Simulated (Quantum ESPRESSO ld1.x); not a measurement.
Results of a calculation; reference values are marked as such.
Task: The mean radii <r> (bohr) of the occupied orbitals of an atom or ion are listed with their occupations. Code: ld1.x of Quantum ESPRESSO 7.5. Model: scalar-relativistic Kohn-Sham, LDA (Slater exchange, Perdew-Zunger correlation), spin-polarised, spherical densities, point nucleus.

orbital  occ.      <r>
1s up       1  0.01632
1s down     1  0.01632
2s up       1  0.06877
2s down     1  0.06877
2p up       3  0.06236
2p down     3  0.06236
3s up       1   0.1776
3s down     1   0.1776
3p up       3   0.1793
3p down     3   0.1793
3d up       5   0.1624
3d down     5   0.1624
4s up       1   0.3911
4s down     1   0.3911
4p up       3   0.4167
4p down     3   0.4167
4d up       5   0.4376
4d down     5   0.4374
5s up       1   0.8294
5s down     1   0.8290
4f up       7   0.4572
4f down     7   0.4567
5p up       3   0.9122
5p down     2   0.9123

Name the element and its charge. Open shells, if any, are filled with parallel spins first.

Result: Z = 81, thallium, charge +14: Tl14+ in [Kr] 4d10 4f14 5s2 5p5. The 1s radius gives Z: for a bare nucleus <r> = (2 gamma + 1)/(2Z) with gamma = sqrt(1 - (Z/c)^2), 0.01613 bohr for Z = 81, and screening makes it slightly larger (0.01632 here). The occupations add up to 67, and the charge is Z minus that.
